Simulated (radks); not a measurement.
Problem. Coherent X-ray form factor from a spherical all-electron density. All-electron calculation, Dirac Kohn-Sham, PBE, spin-unpolarised, spherical densities, point nucleus. Program: a radial shooting solver on a logarithmic mesh with Libxc functionals.

| sin(theta)/lambda (1/angstrom) | f0 (electrons) |
|---|---|
| 0.05 | 55.877 |
| 0.1 | 55.511 |
| 0.15 | 54.908 |
| 0.2 | 54.082 |
| 0.25 | 53.049 |
| 0.3 | 51.828 |
| 0.4 | 48.918 |
| 0.5 | 45.556 |
| 0.6 | 41.952 |
| 0.8 | 34.772 |
| 1 | 28.520 |
| 1.25 | 22.701 |
| 1.5 | 18.924 |
| 2 | 14.848 |

The species is in the configuration that NIST lists as its ground one. Which atom or ion scatters so?

Solution. The gold ion Au23+, [Kr] 4d10 4f10. Extrapolating in s^2 from the first two rows gives f0(0) = 56.0, near the electron count 56; among species with that count, the fall with angle is slower the higher Z, and the table is that of Z = 79; from so few rows the species is fixed only to a neighbour or two.
